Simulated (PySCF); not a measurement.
C5H7F, SMILES C=C(F)/C=C/C. Atoms are numbered in the order given.

```xyz
13

C     -0.8340    -2.2213     0.0000
C     -0.0689    -1.1248     0.0000
F      1.2639    -1.2547     0.0000
C     -0.5356     0.2514     0.0000
C      0.2790     1.3172     0.0000
C     -0.1702     2.7359     0.0000
H     -1.9195    -2.1269     0.0000
H     -0.3833    -3.2143     0.0000
H     -1.6224     0.3822     0.0000
H      1.3593     1.1341     0.0000
H      0.2179     3.2727    -0.8821
H     -1.2665     2.8214     0.0000
H      0.2179     3.2727     0.8821
```

Coordinates come from a PBE0-D3(BJ)/def2-SVP optimisation. One conformer was computed; it need not be the lowest.

Method: PBE0/pcSseg-1 (PySCF).

GIAO shieldings, no solvent; atoms listed in one row are averaged. δ = σ(ref) − σ: ¹³C against TMS (σ = 186.3 ppm); ¹⁹F against CFCl3 (σ = 167.2 ppm); ¹H against TMS (σ = 31.56 ppm), references at their B3LYP-D3(BJ)/def2-TZVP geometries, non-relativistic.

### Question
Estimate the chemical shifts. (An estimate is asked for; the answer gives what the named calculation found.)

### Answer

```json
[
 {"nucleus": "¹³C", "atoms": "C2", "count": "1", "δ (ppm)": "172.5"},
 {"nucleus": "¹³C", "atoms": "C5", "count": "1", "δ (ppm)": "139.6"},
 {"nucleus": "¹³C", "atoms": "C4", "count": "1", "δ (ppm)": "132.2"},
 {"nucleus": "¹³C", "atoms": "C1", "count": "1", "δ (ppm)": "98.4"},
 {"nucleus": "¹³C", "atoms": "C6", "count": "1", "δ (ppm)": "23.0"},
 {"nucleus": "¹⁹F", "atoms": "F3", "count": "1", "δ (ppm)": "-121.4"},
 {"nucleus": "¹H", "atoms": "H10", "count": "1", "δ (ppm)": "6.52"},
 {"nucleus": "¹H", "atoms": "H9", "count": "1", "δ (ppm)": "6.10"},
 {"nucleus": "¹H", "atoms": "H8", "count": "1", "δ (ppm)": "5.06"},
 {"nucleus": "¹H", "atoms": "H7", "count": "1", "δ (ppm)": "4.70"},
 {"nucleus": "¹H", "atoms": "H11, H12, H13", "count": "3", "δ (ppm)": "2.20"}
]
```
